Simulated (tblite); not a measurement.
Compound: C5H8ClO2 (doublet state).
Z-matrix (Å and degrees, GFN2-xTB geometry), rows numbered from 1:
```
C 
C   1  1.4276
Cl  2  1.9081  1  107.22
C   2  1.5306  1  115.16  3   116.13
C   4  1.5378  2  112.71  1   175.90
O   5  1.4097  4  102.63  2   -89.53
C   6  1.3904  5  104.87  4   -36.79
O   7  1.4123  6  107.80  5    33.24
H   1  1.0736  2  120.12  3   -85.01
H   1  1.0732  2  120.70  3    86.36
H   2  1.0903  1  114.31  3  -112.55
H   4  1.0946  2  109.87  1   -57.10
H   5  1.0876  4  113.96  2    27.75
H   5  1.0983  4  110.41  2   152.34
H   7  1.1069  6  111.23  5   -85.76
H   7  1.0944  6  109.25  5   152.93
```

Calculated harmonic vibrations of the isolated species, GFN2-xTB (tblite), most abundant isotopes, no scaling. This tight-binding method is rough: wavenumbers can miss measured ones by several per cent, in bad cases by 10 to 20. One conformer, not necessarily the lowest. Open shells enter through the occupations alone, without spin polarisation, and single modes of such species can be off by tens of per cent.

Harmonic wavenumbers (cm⁻¹): 49.2, 69.2, 147.5, 213.9, 235.4, 248.1, 302.0, 344.2, 420.3, 514.1, 675.0, 714.1, 763.6, 846.2, 954.6, 972.7, 990.5, 1008.3, 1048.9, 1070.0, 1087.8, 1113.4, 1125.3, 1150.9, 1188.6, 1212.4, 1224.0, 1250.9, 1280.7, 1309.2, 1337.8, 1399.1, 1458.9, 1487.2, 2793.1, 2893.5, 2934.1, 2953.0, 2970.2, 3029.5, 3130.1, 3175.5.

A = 3254, B = 1176, C = 946.0 MHz; mass 135.021 u (most abundant isotopes); point group C1, symmetry number 1; spin multiplicity 2.

What is the zero-point energy?

Half the sum of the wavenumbers: 26546 cm⁻¹ = 75.90 kcal/mol.

Entropy at 298.15 K, 1 bar (ideal gas, RRHO, classical rotation)?

Translation 40.64, rotation 28.88, vibration 23.53, spin (R ln 2) 1.38: S = 94.4 cal/(mol K).

And Cp and H(298.15 K) − H(0)?

Cp = 32.81 cal/(mol K), of which vibrations give 24.86 (their classical limit is 42 R = 83.5); H(298.15 K) − H(0) = 6.08 kcal/mol without the zero-point energy, 3.71 from vibrations.

How do the functions run with temperature in this model?

```
T (K)  S (cal/(mol K))  Cp (cal/(mol K))  H − H(0) (kcal/mol)  G − H(0) (kcal/mol)  ln q(vib)
  100             69.1              16.7                 1.20                -5.70       1.40
  200             83.1              24.6                 3.27               -13.35       3.51
  300             94.6              33.0                 6.14               -22.25       5.62
  500            115.4              49.0                14.42               -43.29       9.83
  800            142.0              64.0                31.59               -82.04      15.99
 1000            157.0              70.2                45.04              -111.98      19.84
```

q(vib) and H(0) count from the zero-point level.

Blend soft modes into free rotors: weight 1/[1 + (100 cm⁻¹/ν̃)⁴] for the oscillator and the rest for a rotor with moment μB/(μ + B), μ = h/(8π²ν), B = 10⁻⁴⁴ kg m². What vibrational entropy results?

21.52 cal/(mol K) in place of 23.53, which changes −T·S at 298.15 K by +0.60 kcal/mol.

Which modes carry the vibrational entropy at 298.15 K?

49.2 cm⁻¹: 4.85; 69.2 cm⁻¹: 4.18; 147.5 cm⁻¹: 2.70; 213.9 cm⁻¹: 2.01; 235.4 cm⁻¹: 1.84; 248.1 cm⁻¹: 1.74 cal/(mol K); the other 36 give 6.21 together.

What must be added to the electronic energy to get the Gibbs energy at 298.15 K and 1 bar?

ZPE + [H(298.15 K) − H(0)] − T·S = 75.90 + 6.08 − 28.15 = 53.83 kcal/mol.

Hindered rotation and anharmonicity are outside this model. Other conformers, if any are populated, would add a mixing term that is left out. The structure is chiral; the term R ln 2 for an equal mix with its mirror image is left out.
